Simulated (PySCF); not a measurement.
H$_{4}$NSi, doublet, geometry from GFN2-xTB. Base run: MP2/6-31G** in PySCF.

The PySCF input:
```python
from pyscf import gto, scf, mp

mol = gto.M(
    atom='''
N     1.072844   -0.472334   -0.037573
Si   -0.466234    0.176594    0.025059
H     1.908143    0.009852   -0.325644
H    -0.919697   -0.037797    1.412548
H    -1.295333   -0.714284   -0.808995
H    -0.675749    1.576251   -0.365727
''',
    basis='6-31g**',
    charge=0,
    spin=1,
    verbose=3,
)

mf = scf.UHF(mol)
mf.kernel()

pt = mp.MP2(mf)
pt.kernel()
print('E(MP2) = %.10f' % pt.e_tot)
mf.analyze()
```

Each row names what was changed in the base input (with any setting that the change needs).

```tsv
change	ΔE vs base (kcal/mol)	MP2 correlation (Eh)	basis functions	core-seconds (rough)
base	0.000	-0.24112	52	1
method = ccsd	-22.28	-0.24112	52	10
frozen = 7	39.76	-0.17776	52	1
method = cisd	-9.37	-	52	5
method = ccsd(t)	-25.71	-0.24112	52	20
frozen = 6	6.24	-0.23117	52	1.0
frozen = 5	5.38	-0.23255	52	1.0
density fitting = JK and correlation	0.132	-0.24094	52	0.7
cart = on	-5.23	-0.24846	54	1
```

Open shells are given as the SCF converged; they aren't shown to be the lowest states, and a large step between rows can be another state.
